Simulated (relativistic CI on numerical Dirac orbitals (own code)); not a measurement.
**Pd II: calculation against measurement**

Calculated at this level of theory: Dirac-Coulomb-Breit CI, separate exchange-only KLI orbitals for each configuration, a model potential for QED, valence Slater integrals scaled by 0.85, P86 correlation energy added to each configuration (own radial code, finite nucleus).

CI space (outside the closed core [Kr]): 4d⁹, 4d⁸5s, 4d⁸5p, 4d⁷5s², 4d⁸6s, 4d⁸5d, 4d⁸6p, 4d⁷5s5p, 4d⁸4f, 4d⁸6d, 4d⁸5f, 4d⁸5g, 4d⁸6f, 4d⁸6g, 4d⁷5s6s, 4d⁷5p². Levels of other configurations are missing.

| Configuration | Term (tabulated) | J | Measured (cm⁻¹) | Computed | Error | Purity (%) |
| --- | --- | --- | --- | --- | --- | --- |
| 4d⁹ | 2D | 5/2 | 0.0 | 0 | 0 | 99 |
| 4d⁹ | 2D | 3/2 | 3539.2 | 3303 | -236 | 99 |
| 4d⁸5s | 4F | 9/2 | 25084.3 | 25398 | 314 | 99 |
| 4d⁸5s | 4F | 7/2 | 27097.1 | 27362 | 265 | 94 |
| 4d⁸5s | 4F | 5/2 | 28929.4 | 29089 | 160 | 97 |
| 4d⁸5s | 4F | 3/2 | 29948.2 | 30105 | 157 | 94 |
| 4d⁸5s | 2F | 7/2 | 32280.5 | 33022 | 742 | 93 |
| 4d⁸5s | 2F | 5/2 | 34424.7 | 35374 | 949 | 71 |
| 4d⁸5p | 4D° | 7/2 | 65250.3 | 63242 | -2008 | 91 |
| 4d⁸5p | 4D° | 5/2 | 67964.6 | 65766 | -2198 | 89 |
| 4d⁸5p | 4D° | 3/2 | 70122.3 | 67767 | -2355 | 93 |
| 4d⁸5p | 4D° | 1/2 | 71181.7 | 68802 | -2379 | 94 |
| 4d⁸5p | 2D° | 5/2 | 83805.4 | 83198 | -608 | 72 |
| 4d⁸5p | 2D° | 3/2 | 84375.5 | 84116 | -260 | 92 |
| 4d⁸5p | 2F° | 7/2 | 86046.0 | 84747 | -1299 | 86 |
| 4d⁸5p | 2F° | 5/2 | 87123.0 | 85640 | -1483 | 93 |
| 4d⁸5p | 2P° | 1/2 | 88041.5 | 87558 | -484 | 92 |

Measured levels from NIST Handbook of Basic Atomic Spectroscopic Data (Sansonetti and Martin, J. Phys. Chem. Ref. Data 34, 1559 (2005)); pairs were made by configuration, J and term (by order where the table uses no LS term), so strongly mixed levels may be paired wrongly.

Mean error by configuration (cm⁻¹): 4d⁹ -236; 4d⁸5s 431; 4d⁸5p -1453. Over the excited levels the mean absolute error is 994 cm⁻¹ (16 of the 36 excited levels that our extract of the source holds in range could be paired, and the others can miss by more), and the median relative error of those above 1,000 cm⁻¹ is 1.6 %.

Transition probabilities of persistent lines. The last column rescales the computed rate by the cube of measured over computed energy:

```csv
λ measured (Å),Lower,Upper,A tabulated (s⁻¹),A computed,A rescaled
1162.17 vacuum,4d⁹ ²D5/2,4d⁸5p ²F°7/2,3.36e+08,3.18e+08,3.33e+08
1183.40 vacuum,4d⁹ ²D3/2,4d⁸5p ²P°1/2,1.39e+09,1.20e+09,1.22e+09
1196.41 vacuum,4d⁹ ²D3/2,4d⁸5p ²F°5/2,6.62e+08,4.99e+08,5.22e+08
1237.07 vacuum,4d⁹ ²D3/2,4d⁸5p ²D°3/2,3.97e+08,2.76e+08,2.76e+08
```
